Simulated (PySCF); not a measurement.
These are PySCF with B3LYP-D3(BJ)/def2-TZVP // r2SCAN-D4/def2-SVP values and carry that method's errors. Isolated molecules, 0 K electronic values unless said otherwise. One relaxed conformer stands for a flexible species; it need not be the lowest. B3LYP has the VWN-RPA correlation part, as in Gaussian. 

Reference species: [Cd(OH)2] (neutral, multiplicity 1).

```
Quantity                                 Value
-------------------------------------  -------
HOMO–LUMO gap                          6.01 eV
charge on the central atom (Mulliken)   0.88 e
```

Changed species: [Cd(OH)(Br)] (1 of 2 OH replaced by Br; the reference has 0 of 2 OH replaced by Br).

Task: Predict the effect on the HOMO–LUMO gap and charge on the central atom (Mulliken).

Result: the HOMO–LUMO gap decreases by 0.34 eV, to 5.67 eV; the charge on the central atom (Mulliken) falls by 0.08 e, to 0.80 e.
